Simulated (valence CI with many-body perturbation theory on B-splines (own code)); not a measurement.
**Missing levels of Sm XIII**

Level of theory: relativistic CI+MBPT: four valence electrons over a frozen Dirac-Fock core [Kr] 4d10, a basis of 7 s, 7 p, 7 d, 7 f, 4 g, 2 h functions for each j, with the one-electron correlation potential Σ1 (screened to all orders), the two-electron term Σ2, the three-electron term Σ3, Breit, model QED; selected single and double excitations, second order for the rest, scaled by the run's own slope (own B-spline code, finite nucleus).

No measured levels were compared; by estimate terms of the open shell hold to a few per cent of their energy, and close levels can change places; configurations with another count of f electrons can be misplaced by thousands of cm⁻¹.

```tsv
Level	E (cm⁻¹)
4f2 5s2 3H_4	0.0
4f2 5s2 3H_5	4697
4f2 5s2 3F_2	8682
4f2 5s2 3H_6	9414
4f2 5s2 3F_3	11851
4f2 5s2 3F_4	12337
4f2 5s2 1G_4	?
4f2 5s2 1D_2	30051
4f2 5s2 3P_0	36463
4f2 5s2 1I_6	?
4f2 5s2 3P_1	37990
4f2 5s2 3P_2	?
4f3 5s 5I°_4	76049
4f3 5s 5I°_5	?
4f3 5s 5I°_6	80518
4f3 5s 5I°_7	83263
4f2 5s2 1S_0	83438
4f3 5s 5I°_8	86199
4f3 5s 3I°_5 [a]	?
4f3 5s 5F°_1	?
```

Names give the largest LS component (configuration and term), which can be under half, so a name can repeat, a term be missing and a line seem to break the LS rules; names also repeat where a configuration has a term twice. Letters in brackets count levels of one name in rising energy.

Q: The levels stand in rising order. What does the calculation give for the missing energies?

A: 4f2 5s2 1G_4 18606; 4f2 5s2 1I_6 37192; 4f2 5s2 3P_2 40717; 4f3 5s 5I°_5 78065; 4f3 5s 3I°_5 [a] 92522; 4f3 5s 5F°_1 94639.
